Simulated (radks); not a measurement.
Q: The mean radii <r> (bohr) of the occupied orbitals of an atom or ion are listed with their occupations. Method: scalar-relativistic Kohn-Sham, LB94 model potential, spin-polarised, spherical densities, finite nucleus; Fermi nuclear charge, rms radius of each element as measured or else 0.836 A^(1/3) + 0.57 fm; computed with a radial shooting solver on a logarithmic mesh with Libxc functionals.

| orbital | occ. | <r> |
|---|---|---|
| 1s | 2 | 0.2274 |
| 2s | 2 | 1.109 |

Name the element and its charge. Open shells, if any, are filled with parallel spins first.

A: Z = 7, nitrogen, charge +3: N3+ in [He] 2s2. The 1s radius gives Z: for a bare nucleus <r> = (2 gamma + 1)/(2Z) with gamma = sqrt(1 - (Z/c)^2), 0.2141 bohr for Z = 7, and screening makes it slightly larger (0.2274 here). The occupations add up to 4, and the charge is Z minus that.
